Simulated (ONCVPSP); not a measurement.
**Configuration tests for boron (B) (ONCV)**

- Element: boron (B)
- Generator: ONCVPSP 4.0.1
- Type: optimised norm-conserving Vanderbilt (ONCV)
- Functional: Wu-Cohen
- Relativity: scalar-relativistic
- Frozen core: [He]
- Valence charge: 3
- Reference configuration: 2s1.5 (charge +1.5)
- Partial waves: 2s: rc 1.50 bohr, ncon 4, nbas 7, qcut 4.6 1/bohr, 2 projectors, debl 3.6 Ha; p scattering state at 0.17 Ha: rc 1.60 bohr, ncon 3, nbas 6, qcut 4.1 1/bohr, 2 projectors, debl 0.3 Ha
- Local potential: polynomial inside 1.35 bohr (lpopt 5, dvloc0 0 Ha)
- Core correction: none

In the p channel the program set the typed energies aside and used 0.050, 0.350 Ha.

Energies are relative to the spin-unpolarised reference configuration 2s1.5; without spin polarisation the order of configurations can differ from experiment.

Give the all-electron excitation energy and the error of the potential for: 2s2 2p1; 2s2; 2s1; 2s2 2p0.5.

```
valence configuration  charge  ΔE all-electron (eV)  error AE − PS (meV)
              2s2 2p1       0               -19.307                  +75
                  2s2      +1               -11.160                 +3.6
                  2s1      +2                14.144                 +5.8
            2s2 2p0.5    +0.5               -16.450                  +41
```

Levels in the configuration 2s2 2p1:

```json
{"level": "2s", "all-electron (eV)": "-9.378", "pseudo (eV)": "-9.369"}
{"level": "2p", "all-electron (eV)": "-3.552", "pseudo (eV)": "-3.606"}
```
